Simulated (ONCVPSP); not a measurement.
bismuth, ONCV: configuration errors across variants

Bi (Z = 83), optimised norm-conserving Vanderbilt (ONCV), made with ONCVPSP 4.0.1 (PBE, scalar-relativistic). Core [Xe] 4f14, reference 5d10 6s1 6p4. Waves: 6s: rc 1.90 bohr, ncon 4, nbas 9, qcut 3 1/bohr, 1 projector; 6p: rc 2.55 bohr, ncon 4, nbas 8, qcut 3.3 1/bohr, 2 projectors, debl 0.8 Ha; 5d: rc 1.30 bohr, ncon 3, nbas 6, qcut 8.8 1/bohr, local. Local part: the d channel. Core correction: Teter function, fcfact 2.25, rcfact 1.2.

All-electron excitation energies from the reference (eV): (1) 5d10 6s2 6p3 -10.083; (2) 5d10 6s2 6p2 -2.170; (3) 5d10 6s2 6p1 13.078; (4) 5d10 6s0 6p5 10.419.

1 further variants failed, have other tests or too few solved ones, and are left out.

A true bound ghost makes a file unfit for plane-wave use even where its test errors are small: the radial tests pick states by their node count and pass the ghost by.

Errors AE − PS in meV (a dash: test not solved or not reliable):

| change | (1) | (2) | (3) | (4) | bound ghosts | GHOST(+) flags above zero |
| --- | --- | --- | --- | --- | --- | --- |
| base | +4.4 | -2.2 | -15 | +0.3 | s | p |
| all radii but the core radius scaled by about 0.85 (s 1.62, p 2.16, d 1.10 bohr) | +0.3 | -6.9 | -18 | -4.1 | s | p |
| all radii but the core radius scaled by about 0.89 (s 1.68, p 2.26, d 1.16 bohr) | +1.0 | -5.9 | -17 | -3.2 | s | p |
| all radii but the core radius scaled by about 1.08 (s 2.06, p 2.76, d 1.40 bohr) | +5.5 | -2.3 | -21 | +1.3 | s | p |
| all radii but the core radius scaled by about 1.15 (s 2.18, p 2.94, d 1.50 bohr) | +5.6 | -3.8 | -28 | +1.0 | s | p |
| all radii but the core radius scaled by about 1.26 (s 2.40, p 3.22, d 1.64 bohr) | +0.6 | -12 | -48 | -4.9 | s | p |
| all radii but the core radius scaled by about 1.34 (s 2.54, p 3.40, d 1.74 bohr) | -4.7 | -20 | -63 | -11 | s | p |

(1) Give the same row for: all radii but the core radius scaled by about 1.18 (s 2.24, p 3.02, d 1.54 bohr).

Answers

(1) +4.6, -5.9, -34, -0.3; bound ghosts: s; GHOST(+) flags above zero: p.
